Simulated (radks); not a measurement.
Spherical jellium clusters: N electrons in a uniform positive sphere of charge N and radius rs N^(1/3), rs = 3.81 bohr. Calculated with a radial shooting solver with Libxc functionals: non-relativistic Kohn-Sham, LDA (Slater exchange, Perdew-Wang correlation), spin-polarised, spherical densities. Levels are named by radial order and angular momentum (1s, 1p, 1d, 2s, ...), and open shells are averaged over m.

N = 9, configuration 1s2 1p6 1d(up 1, down 0). This is the lowest configuration that the search found. Occupied and some empty levels:

| level | occupation | eigenvalue (eV) | <r> (bohr) |
|---|---|---|---|
| 1s up | 1 | -4.9266 | 5.251 |
| 1s down | 1 | -4.8261 | 5.189 |
| 1p up | 3 | -3.6487 | 6.375 |
| 1p down | 3 | -3.5180 | 6.357 |
| 1d up | 1 | -2.1217 | 7.430 |
| 1d down | 0 | -1.9840 | 7.459 |
| 2s up | 0 | -1.6389 | 7.377 |
| 2s down | 0 | -1.5648 | 7.447 |
| 1f up | 0 | -0.53265 | 8.945 |
| 2p up | 0 | -0.47723 | 10.99 |
| 2p down | 0 | -0.42264 | 11.26 |
| 1f down | 0 | -0.41347 | 9.116 |

Energy (eV): total -15.7289, kinetic 16.544, external -325.28, Hartree 159.10, exchange-correlation -32.970, background 166.87.
